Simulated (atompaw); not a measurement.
# Reading a pseudo-wave (titanium (Ti))

Columns: radius, all-electron u(r) and pseudo u(r) of the 3p shell (level -36.97 eV) of titanium in the configuration [Ne] 3s2 3p6 3d2.5 4s1.5 4p0; LDA (PW92), scalar-relativistic, PAW (atompaw) scheme, atompaw 4.2.0.5.

| r (bohr) | all-electron | pseudo |
| --- | --- | --- |
| 0.110 | -0.4325 | 0.0275 |
| 0.219 | -0.4838 | 0.1054 |
| 0.329 | -0.1527 | 0.2251 |
| 0.438 | 0.2597 | 0.3694 |
| 0.548 | 0.6093 | 0.5229 |
| 0.658 | 0.8473 | 0.6663 |
| 0.767 | 0.9774 | 0.7829 |
| 0.877 | 1.0244 | 0.8637 |
| 0.987 | 1.0116 | 0.9022 |
| 1.096 | 0.9613 | 0.8994 |
| 1.206 | 0.8887 | 0.8613 |
| 1.315 | 0.8065 | 0.7981 |
| 1.425 | 0.7205 | 0.7196 |
| 1.535 | 0.6367 | 0.6370 |
| 1.644 | 0.5585 | 0.5585 |
| 1.754 | 0.4859 | 0.4859 |
| 1.863 | 0.4210 | 0.4210 |
| 1.973 | 0.3628 | 0.3628 |
| 2.083 | 0.3114 | 0.3114 |
| 2.192 | 0.2669 | 0.2669 |
| 2.302 | 0.2279 | 0.2279 |
| 2.412 | 0.1942 | 0.1942 |
| 2.521 | 0.1654 | 0.1654 |
| 2.631 | 0.1404 | 0.1404 |
| 2.740 | 0.1193 | 0.1193 |
| 2.850 | 0.1010 | 0.1010 |

(1) How many radial nodes do the two functions have?

(2) At about which radius was the pseudo-wave matched?

(3) Where does each function peak?

(4) Is the pseudo-wave norm-conserving?

Results:

(1) The all-electron 3p function has n − l − 1 = 1; the pseudo-wave has 0, since the states of the same l below it are removed with the core.

(2) 1.70 bohr. The columns agree to 0.0005 from 1.53 bohr on; several derivatives are matched, so the curves merge somewhat inside the radius.

(3) Outermost all-electron maximum near 0.88 bohr, pseudo maximum near 0.99 bohr (to the table’s step).

(4) No, it belongs to a PAW set: the norm inside the radius is not constrained, and the difference is carried by the augmentation charge.
